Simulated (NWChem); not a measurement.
System: CH5ClGeO; SMILES C[O][GeH2][Cl]

```xyz
9

Ge     0.6861    -0.0216     0.0508
Cl    -0.7054    -1.7120    -0.0549
O     -0.1256     1.4623    -0.5066
C     -1.2212     1.9786     0.2453
H      1.8223    -0.2735    -0.9501
H      1.0884     0.1012     1.5380
H     -2.0965     1.3197     0.1843
H     -0.9614     2.1279     1.3034
H     -1.4820     2.9491    -0.1875
```
Atoms are numbered in this order, from 1.

Program: NWChem. Pople sets run with spherical d functions. The geometry was optimised at B3LYP/6-31G* (spherical d). Total energies compare along this basis series because the functional is fixed.

```json
[
 {"level": "Hartree-Fock/STO-3G", "basis functions": "42", "energy (Ha)": "-2620.5680", "highest occupied level (eV)": "-9.43", "orbital gap (eV)": "17.72", "dipole (D)": "2.79"},
 {"level": "Hartree-Fock/3-21G", "basis functions": "63", "energy (Ha)": "-2637.7032", "highest occupied level (eV)": "-12.10", "orbital gap (eV)": "15.45", "dipole (D)": "2.96"},
 {"level": "Hartree-Fock/6-31G*", "basis functions": "88", "energy (Ha)": "-2650.2395", "highest occupied level (eV)": "-12.05", "orbital gap (eV)": "15.28", "dipole (D)": "2.26"},
 {"level": "Hartree-Fock/6-311G**", "basis functions": "136", "energy (Ha)": "-2650.5497", "highest occupied level (eV)": "-12.14", "orbital gap (eV)": "…", "dipole (D)": "…"}
]
```

Complete the blanks.


- Hartree-Fock/6-311G**, orbital gap (eV): 15.15
- Hartree-Fock/6-311G**, dipole (D): 2.21
